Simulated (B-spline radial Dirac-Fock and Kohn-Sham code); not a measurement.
Calculated with a radial finite-basis atomic code, using a relativistic independent-particle model: LDA orbitals of the hole state, radiative multipoles to third order, Auger rates from the Coulomb interaction with a continuum orbital, Dirac-Fock energies.

Task: A single inner-shell vacancy in a neutral atom gives this computed emission spectrum. Which element, which hole, and which lines?

```tsv
energy (eV)	relative intensity
5811.6	2.6
6133.5	0.1
6456.8	100.0
7245.3	0.6
7472.3	17.2
7568.5	0.1
```

Result: Europium (Z = 63), hole in L2 (2p1/2). In order of rising energy the lines are Lη (L2-M1), L2-M3, Lβ1 (L2-M4), Lγ5 (L2-N1), Lγ1 (L2-N4), L2-O1.
